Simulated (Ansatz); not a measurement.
Reaction (cleavage of the Al–Si bond): `P[SiH2][AlH][Cl]` + CH₃NH₂ → `C[NH][AlH][Cl]` + `[SiH3]P`

Computed with Ansatz on PBE0-D4/def2-TZVP structures; ΔE is electronic, products minus reactants. CCSD(T)/CBS adds triple-zeta CCSD(T) − MP2 to the extrapolated MP2 energy (def2 sets, frozen cores). This one scheme is used for every species. Functionals use def2-TZVPP. B3LYP here is the variant with VWN-RPA as its local correlation; programs differ in this. Each species was taken in one conformer, which may not be the lowest.

| level | ΔE (eV) |
| --- | --- |
| BLYP-D4 | -0.91 |
| r2SCANh-D4 | -0.90 |
| BHLYP-D4 | -0.96 |
| PBE | -0.74 |
| B3LYP | -0.94 |
| BHLYP | -1.00 |
| CCSD/def2-TZVPP | -0.96 |
| CCSD(T)/def2-TZVPP | -0.94 |

Question: What does CCSD(T)/CBS give? (Best estimate.)

Answer: Computed: -0.92 eV. The listed levels differ from it by 0.01, 0.02, -0.04, 0.18, -0.02, -0.08, -0.04, -0.02 eV.

Largest T1 diagnostic among the species: 0.013.

From BLYP to BHLYP (50 % exact exchange), in def2-TZVPP and without D4, ΔE moves by −0.08 eV. At CCSD(T), def2-SVP lies −0.07 eV from the extrapolated value and def2-TZVPP −0.02 eV. Leaving LDA and LC-ωPBE aside and taking each functional with its dispersion term where it has one, the values, not all of them listed here, spread over 0.27 eV, from CAM-B3LYP-D4 to PBE-D4. LDA lies −0.09 eV from PBE without D4.
